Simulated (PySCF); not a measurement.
C2H5O (SMILES [CH2]CO), doublet, geometry from GFN2-xTB. Base run: HF/6-31G** (PySCF).

PySCF was given this input:
```python
from pyscf import gto, scf

mol = gto.Mole()
mol.atom = '''
    C     1.23502532    0.24455616    0.01838295
    C    -0.02845231   -0.48036327    0.20825019
    O    -1.17010918    0.18511102   -0.27092783
    H     1.25698436    1.18291950   -0.49910586
    H     2.15143949   -0.18706696    0.36554836
    H    -0.01490920   -1.44991849   -0.31657984
    H    -0.16026187   -0.72702926    1.28348887
    H    -1.11181731    1.11504965   -0.02572778
'''
mol.basis = '6-31g**'
mol.spin = 1
mol.verbose = 4
mol.build()

mf = scf.UHF(mol)
mf.kernel()
```

Variants of this job, named by their change:

```
change                                ΔE vs base (mEh)  SCF cycles  <S^2>
------------------------------------  ----------------  ----------  -----
base                                             0.000          12  0.762
conv_tol = 1e-7                                  0.000          10  0.762
damp = 0.5; diis_start_cycle = 5                 0.000          14  0.762
init_guess = huckel                              0.000          12  0.762
conv_tol = 1e-12                                 0.000          16  0.762
conv_tol = 1e-4                                  0.005           6  0.762
conv_tol = 1e-6                                  0.000           9  0.762
diis = off (with mf.max_cycle = 100)             0.000          21  0.762
conv_tol_grad = 1e-3                             0.000          12  0.762
solver = newton                                  0.000           -  0.762
diis_space = 2                                   0.000          19  0.762
diis_space = 12                                  0.000          12  0.762
conv_tol_grad = 1e-7                             0.000          17  0.762
```

Open shells are given as the SCF converged; they aren't shown to be the lowest states, and a large step between rows can be another state.
